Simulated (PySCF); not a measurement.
## Spinor energies of B (boron, neutral)

Start: [He] 2s2 2p1; 2p1/2 filled at m_j = +1/2. Calculated with PySCF 2.14 in x2c-TZVPall-2c (5s3p2d1f, 31 functions): generalised Hartree-Fock with the X2C-1e Hamiltonian and a Gaussian nucleus; one run each with spin-orbit coupling (SO) switched off, then screened by Boettger's factors.

```tsv
spinor shell	electrons	ε, spin-free (eV)	ε, screened SO (eV)	weight of nominal j (screened SO)	rms radius, screened SO (bohr)
1s1/2	2	-209.40	-209.40	1.000	0.379
2s1/2	2	-13.508	-13.507	0.997	2.17
2p1/2	1	-8.722	-8.723	0.902	2.45
```

| quantity | spin-free | screened SO |
| --- | --- | --- |
| E (hartree) | -24.54025 | -24.54030 |
| M_J | 1/2 | 1/2 |
| ⟨J²⟩ | 1.064 | 1.058 |
| ⟨L²⟩ | 2.040 | 2.040 |
| ⟨S²⟩ | 0.763 | 0.763 |

The determinant has a definite M_J but mixes levels of different J.

Each row is a mean over spinors that exchange with the open shell spreads, by up to 0.791 eV (2s1/2).

Without spin-orbit coupling the j labels of p, d and f shells carry no meaning; the spin-free column gives the mean over the occupied spinors of each nl shell, and its ⟨J²⟩ belongs to a mixture of degenerate components.
